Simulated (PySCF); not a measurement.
Electron correlation in Ru²⁸⁺ (ruthenium, charge +28)

[Ne] 3s2 3p4, high-spin 3P determinant. Calculation: PySCF 2.14, in an even-tempered Gaussian basis (18 s from 3.4 bohr⁻², ratio 2.5; 12 p from 4.4 bohr⁻², ratio 2.5; 5 d from 21 bohr⁻², ratio 2.7; 4 f from 32 bohr⁻², ratio 2.7); scalar relativity by spin-free X2C-1e. Frozen: 1s2; 14 electrons correlated; the 21 highest virtual orbitals of each spin left out.

```
  level  correlation energy (mhartree)
   CCSD                        -576.00
    (T)                          -1.71
CCSD(T)                        -577.71
```

Diagnostics: T1 = 0.00099, D1 = 0.0046, largest double amplitude 0.025.

Spin-orbit coupling is strong in this species (close to jj coupling), so the high-spin LS determinant is a model state, not a physical level.

Cost of the coupled-cluster step: about 26 core-seconds, for 14 correlated electrons.

At this charge the one-electron X2C treatment keeps the bare 1/r₁₂, with no two-electron picture change or Breit term. The effect here is smaller than on the frozen 1s shell; and a scalar Hamiltonian misses the large spin-orbit splitting of the p shells, which matters for ns² → np² pairs.

Spin-orbit coupling is strong in this species, so the high-spin LS determinant is a model state.
